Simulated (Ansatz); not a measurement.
Relaxation of ClF2GeH (5 atoms, charge 0, multiplicity 1), to a largest force component of 0.02 eV/Å in at most 40 steps.

Method: Ansatz 0.2.0, RKS B3LYP/def2-SVP.

```xyz
5
Properties=species:S:1:pos:R:3:forces:R:3
Ge 0.000 0.000 0.000 -1.33 2.37 1.62
H 0.000 0.000 1.550 0.03 -0.05 -0.39
F 1.584 0.000 -0.559 1.38 -0.09 -0.71
Cl -1.046 1.812 -0.739 0.55 -0.96 0.22
F -0.791 -1.371 -0.559 -0.63 -1.28 -0.73
```

Where does it end, and by what steps?

The run converged. After 3 steps the energy has fallen by 0.149 eV; Ge1 moved furthest, 0.07 Å.

```tsv
step	energy less start (eV)	largest force component (eV/Å)	accepted
0	0.0000	2.372	yes
1	-0.1171	1.013	yes
2	-0.1487	0.069	yes
3	-0.1495	0.020	yes
```

```xyz
5
Properties=species:S:1:pos:R:3
Ge -0.026 0.045 0.046
H 0.009 -0.015 1.569
F 1.582 0.013 -0.584
Cl -1.016 1.760 -0.755
F -0.802 -1.363 -0.584
```

Whether the end is a true minimum wasn't checked by a vibrational analysis.

The run took 13 s on 1 thread of Arm Neoverse V2 (shared host), peak memory 0.17 GiB.
